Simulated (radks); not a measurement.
Results of a calculation; reference values are marked as such.
Question: Radial electron density D(r) = 4 pi r^2 rho(r) of an atom or ion with 49 electrons. Level of theory: Dirac Kohn-Sham, PBEsol, spin-unpolarised, spherical densities, point nucleus (a radial shooting solver on a logarithmic mesh with Libxc functionals).

```
   r/bohr * D(r) (the largest magnitude, 80.1, reaches the edge; | marks zero)
 0.003894 |         *
 0.004533 |           *
 0.005277 |              *
 0.006094 |                 *
 0.007095 |                    *
 0.008194 |                        *
 0.009539 |                            *
   0.0111 |                                 *
  0.01282 |                                    *
  0.01493 |                                        *
  0.01724 |                                          *
  0.02007 |                                           *
  0.02337 |                                          *
  0.02699 |                                         *
  0.03142 |                                       *
  0.03628 |                                     *
  0.04224 |                                     *
  0.04917 |                                      *
  0.05679 |                                          *
  0.06611 |                                               *
  0.07635 |                                                   *
  0.08889 |                                                      *
   0.1035 |                                                     *
   0.1195 |                                                *
   0.1391 |                                          *
    0.162 |                                      *
    0.187 |                                     *
   0.2178 |                                        *
   0.2515 |                                           *
   0.2928 |                                           *
   0.3408 |                                     *
   0.3936 |                            *
   0.4582 |                   *
   0.5292 |             *
   0.6161 |            *
   0.7172 |             *
   0.8283 |              *
   0.9643 |            *
    1.114 |         *
    1.296 |      *
    1.509 |    *
    1.743 |  *
    2.029 | *
    2.343 |*
    2.728 |*
    3.176 |*
    3.668 *
     4.27 *
    4.931 *
    5.741 *
    6.683 *
    7.718 *
    8.985 *
    10.38 *
    12.08 *
```

What is the nuclear charge?

Answer: Z = 49. The innermost maximum, from 1s, lies near gamma/Z bohr with gamma = sqrt(1 - (Z/c)^2) = 0.934, here 0.0191 bohr (found: 0.0209), and its height grows with Z. The density is that of neutral indium in [Kr] 4d9.5 5s2 5p1.5; the configuration itself is not fixed sharply by these data, and Z only to a few units. D(r) has 4 maxima, at r = 0.0209, 0.0918, 0.272, 0.802 bohr, and minima at 0.0412, 0.178, 0.597 bohr, inside which lie 2.04, 11.21, 29.05 electrons.
